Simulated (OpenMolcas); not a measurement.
# Ta3+: the spin-orbit constant, worked from levels

```json
{
  "Program": "OpenMolcas 26.06",
  "Basis": "ANO-R2 [8s6p5d3f1g]",
  "Scalar Hamiltonian": "X2C, finite nucleus",
  "Active space": "2 electrons in 10 orbitals (5d 6d)",
  "State averaging": "2S+1 = 3 even, 10 roots; 2S+1 = 1 even, 15 roots",
  "Spin-orbit coupling": "RASSI with atomic mean-field integrals over the reference wave functions, term energies averaged over their components"
}
```

Methods: CASSCF; SS-CASPT2, IPEA 0.25 Eh, imaginary shift 0.1 Eh (closed shells correlated: 5s 5p).

**The spin-orbit constant.** For the Hund term 3F of d2, E(J) = (A/2) J(J+1) + constant and ζ = 2S·A = 2A. From J = 2 to J = 4 the energy changes by 7 A.

```tsv
Source	E(4) - E(2)	A	ζ
CASSCF	9188.7	1312.7	2625
SS-CASPT2	9479.4	1354.2	2708
```

All in cm-1. Both methods take the spin-orbit matrix elements from the reference wave functions, so the second can move ζ only through the term energies and any multistate remixing. Second-order mixing with other terms is absorbed into this ζ.

CASPT2 breaks the degeneracy within a term, and the mean is taken; among the terms shown or strongly mixed into the levels shown the widest spread is 300 cm-1 (5d2 3F, SS-CASPT2). Active for correlation alone: 6d; no level in the range computed is led by a configuration that fills it, so any true level of that kind is missing. Without dynamic correlation excited terms often stand tens of per cent too high (terms of higher spin than the ground term too low), and those without a measured partner can miss by more than the paired ones (holds for CASSCF). Levels of configurations outside the active space are missing.
